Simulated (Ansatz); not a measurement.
Cost and result for the atomization energy of C₂H₈AlBO₃, SMILES `[CH3][Al]([CH3])[O]B(O)O` (15 atoms, 14 bonds).

Cartesian coordinates in Å:
```
C 1.492 -0.812 1.313
Al 0.705 -0.095 -0.314
C 1.482 -0.157 -2.096
O -0.777 0.753 -0.188
B -1.948 0.631 0.473
O -2.838 1.671 0.587
O -2.285 -0.571 1.048
H 2.253 -1.571 1.116
H 1.971 -0.017 1.895
H 0.721 -1.252 1.952
H 2.509 -0.529 -2.097
H 1.478 0.833 -2.563
H 0.894 -0.810 -2.750
H -2.515 2.458 0.145
H -3.141 -0.531 1.480
```

Charge 0, multiplicity 1. The geometry is a stationary point of PBE0-D4/def2-TZVP. It is one conformer, not always the lowest. Program: Ansatz. All runs use 2 threads of an AMD EPYC 7R13 on a shared host and a share of an NVIDIA H100 80 GB. Times are those of one run each, without the atoms' runs, and a repeat can differ threefold. Electronic energies, without spin–orbit coupling; frozen cores. CCSD(T)/CBS adds CCSD(T) − MP2 in def2-TZVPP to the MP2 limit, and its time is that of the two runs behind it. T1 = 0.012. B3LYP takes the VWN-RPA correlation (the form of Gaussian; ORCA's B3LYP/G).

CCSD(T)/CBS is a level of theory with its own doubt, some kJ/mol a heavy atom from the limit and from the frozen cores, so smaller differences don't rank the functionals.

```tsv
level	functions	wall time
PBE0-D4/def2-TZVPP	340	2.2 s
PBE-D4/def2-TZVPP (with forces)	340	2.3 s
B3LYP-D4/def2-TZVPP (with forces)	340	2.4 s
r2SCAN-D4/def2-TZVPP (with forces)	340	2.6 s
B2PLYP/def2-TZVPP	340	2.6 s
ωB97X-V/def2-TZVPP	340	2.7 s
ωB97M-V/def2-TZVPP (with forces)	340	3.7 s
MP2/def2-QZVPP	652	4 s
CCSD(T)/def2-TZVPP	340	8 s
CCSD(T)/CBS(def2)	–	12 s
```

(1) What atomization energy does each give, and how far from CCSD(T)/CBS? (An estimate is asked.)

Answers

(1) Ansatz gave: 
| level | atomization (kcal/mol) | difference from CCSD(T)/CBS | per bond |
| --- | --- | --- | --- |
| PBE0-D4/def2-TZVPP | 1475.9 | -5.7 | -0.4 |
| PBE-D4/def2-TZVPP (with forces) | 1502.2 | 20.6 | 1.5 |
| B3LYP-D4/def2-TZVPP (with forces) | 1476.7 | -4.9 | -0.3 |
| r2SCAN-D4/def2-TZVPP (with forces) | 1487.5 | 5.9 | 0.4 |
| B2PLYP/def2-TZVPP | 1466.7 | -14.9 | -1.1 |
| ωB97X-V/def2-TZVPP | 1479.3 | -2.3 | -0.2 |
| ωB97M-V/def2-TZVPP (with forces) | 1485.4 | 3.8 | 0.3 |
| MP2/def2-QZVPP | 1501.0 | 19.4 | 1.4 |
| CCSD(T)/def2-TZVPP | 1445.0 | -36.6 | -2.6 |
| CCSD(T)/CBS(def2) | 1481.6 | 0.0 | 0.0 |

The D4 term adds +10.4 kcal/mol with B3LYP and +5.6 kcal/mol with PBE0; it sums over pairs of atoms, weighted by their polarisabilities, and B3LYP, whose exchange is more repulsive, gets the larger term. From PBE to PBE0 (25 % exact exchange), in def2-TZVPP and without D4, the atomization energy moves by −25.3 kcal/mol: exact exchange takes away binding that semilocal exchange gives to molecules. In def2-TZVPP, CCSD(T) changes the Hartree–Fock value by +342.3 kcal/mol (the triples alone add +19.9 kcal/mol) and MP2 by +376.5 kcal/mol; breaking electron pairs costs correlation energy, which Hartree–Fock lacks.
